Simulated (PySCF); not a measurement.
Point groups of optimised structures. The calculation used PBE0-D3(BJ)/def2-SVP geometry optimisation, gas phase (PySCF). The symmetry is that of the one conformer found, every atom within 0.08 Å of its image; none is proved a minimum here.

Problem. Point group, rotor type and polarity of `[Cl:1][c:2]1[cH:3][cH:4][c:5]([Br:6])[cH:7][cH:8]1`?

Solution. C2v; near-prolate asymmetric top; symmetry number 2; 4 operations, which sort the 12 atoms into 8 sets; dipole 0.03 D; A, B, C = 5669, 442.4, 410.4 MHz; heavy atoms equivalent by symmetry: C3/C8, C4/C7.

Problem. Point group, rotor type and polarity of `[CH2:1]1[CH2:2][CH2:3][CH2:4]1`?

Solution. D2d; oblate symmetric top; symmetry number 4; 8 operations, which sort the 12 atoms into 3 sets; dipole forbidden by symmetry (computed 0.00 D); heavy atoms equivalent by symmetry: C1/C2/C3/C4.

Problem. `[NH2:1][GeH2:2][F:3]` with H–N1–Ge2–F3 -65° and 66°: symmetry, top, dipole?

Solution. Cs; asymmetric top; symmetry number 1; 2 operations, which sort the 7 atoms into 5 sets; dipole 1.74 D, in the ab plane, which is the mirror; A, B, C = 15092, 6214, 4802 MHz.

Problem. What symmetry has `C=P(C)(C)C`?

Solution. Cs; asymmetric top; symmetry number 1; 2 operations, which sort the 16 atoms into 10 sets; dipole 3.10 D, in the ac plane, which is the mirror; A, B, C = 3643, 3535, 3267 MHz.

Problem. `[CH3:1][CH2:2][CH2:3][CH3:4]` with C1–C2–C3–C4 180° (butane): symmetry, top, dipole?

Solution. C2h; near-prolate asymmetric top; symmetry number 2; 4 operations, which sort the 14 atoms into 5 sets; dipole forbidden by symmetry (computed 0.00 D); A, B, C = 23487, 3635, 3416 MHz.

Problem. `[CH:1]#[C:2][c:3]1[cH:4][cH:5][n:6][cH:7][cH:8]1`: symmetry, top, dipole?

Solution. C2v; asymmetric top; symmetry number 2; 4 operations, which sort the 13 atoms into 9 sets; dipole 1.95 D, along a, the twofold axis; A, B, C = 6040, 1525, 1217 MHz; heavy atoms equivalent by symmetry: C4/C8, C5/C7.
